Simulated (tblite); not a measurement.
Species: C2H13N3OSi3.
Z-matrix (Å and degrees, GFN2-xTB geometry), rows numbered from 1:
```
C 
Si  1  1.8979
C   2  1.9094  1  111.61
N   2  1.7353  1  108.86  3   121.77
Si  4  1.7209  2  124.64  1   165.74
N   5  1.7258  4  105.68  2   -21.48
Si  6  1.7269  5  126.57  4   -30.50
O   7  1.6299  6  110.57  5   167.63
N   7  1.7256  6  105.41  5    45.94
H   1  1.0840  2  110.82  3    59.94
H   1  1.0843  2  111.84  3  -179.67
H   1  1.0842  2  110.83  3   -59.27
H   3  1.0862  2  111.95  1   -66.85
H   3  1.0861  2  111.96  1    54.05
H   3  1.0856  2  109.63  1   173.55
H   4  1.0041  2  118.06  1   -20.86
H   5  1.4717  4  113.16  2    93.64
H   5  1.4700  4  107.22  2  -143.15
H   6  1.0061  5  114.95  4   172.34
H   7  1.4595  6  114.77  5   -79.03
H   8  0.9536  7  119.71  6   -62.42
H   9  1.0051  2  117.58  1    26.61
```

Method: GFN2-xTB as coded in tblite; computed harmonic values from a numerical Hessian at the method's own geometry, unscaled. The method is semi-empirical: single wavenumbers can be off by several per cent or more. Modes of hydrogen on silicon can be 10 to 20 % off. One conformer, not necessarily the lowest.

Harmonic wavenumbers (cm⁻¹): 28.9, 64.2, 89.3, 97.5, 112.8, 135.6, 150.6, 179.4, 195.7, 208.9, 216.0, 232.1, 245.2, 273.5, 288.2, 308.3, 365.7, 408.3, 541.4, 556.3, 612.6, 630.7, 655.3, 684.7, 710.7, 734.9, 746.6, 779.1, 800.6, 803.2, 814.1, 832.2, 846.4, 858.5, 892.5, 958.3, 977.3, 986.3, 1147.0, 1183.2, 1202.4, 1364.6, 1375.4, 1484.5, 1485.1, 1497.8, 1502.3, 2155.6, 2193.5, 2279.3, 3037.1, 3039.4, 3047.0, 3054.5, 3056.4, 3060.8, 3491.9, 3501.2, 3512.4, 3670.0.

A = 1289, B = 844.6, C = 636.9 MHz; mass 179.037 u (most abundant isotopes); point group C1, symmetry number 1.

Task: Zero-point energy?

Result: ½Σν̃ = 35182 cm⁻¹ = 100.59 kcal/mol.

Task: What is S at 500 K and 1 bar for an ideal gas of classical rigid rotors and harmonic oscillators?

Result: Translation 44.05, rotation 32.06, vibration 80.23: S = 156.3 cal/(mol K).

Task: And Cp and H(500 K) − H(0)?

Result: Cp = 75.65 cal/(mol K), of which vibrations give 67.70 (their classical limit is 60 R = 119.2); H(500 K) − H(0) = 23.63 kcal/mol without the zero-point energy, 19.66 from vibrations.

Task: Which modes carry the vibrational entropy at 500 K?

Result: 28.9 cm⁻¹: 6.93; 64.2 cm⁻¹: 5.35; 89.3 cm⁻¹: 4.69; 97.5 cm⁻¹: 4.52; 112.8 cm⁻¹: 4.23; 135.6 cm⁻¹: 3.87 cal/(mol K); the other 54 give 50.64 together.

Task: Blend soft modes into free rotors: weight 1/[1 + (100 cm⁻¹/ν̃)⁴] for the oscillator and the rest for a rotor with moment μB/(μ + B), μ = h/(8π²ν), B = 10⁻⁴⁴ kg m². What vibrational entropy results?

Result: 74.47 cal/(mol K) in place of 80.23, which changes −T·S at 500 K by +2.88 kcal/mol.

Task: What must be added to the electronic energy to get the Gibbs energy at 500 K and 1 bar?

Result: ZPE + [H(500 K) − H(0)] − T·S = 100.59 + 23.63 − 78.17 = 46.05 kcal/mol.

Hindered rotation and anharmonicity are outside this model. Other conformers, if any are populated, would add a mixing term that is left out. The structure is chiral; the term R ln 2 for an equal mix with its mirror image is left out.

Run on one thread, Arm Neoverse V1 (shared host). The figure is for the frequency step alone.
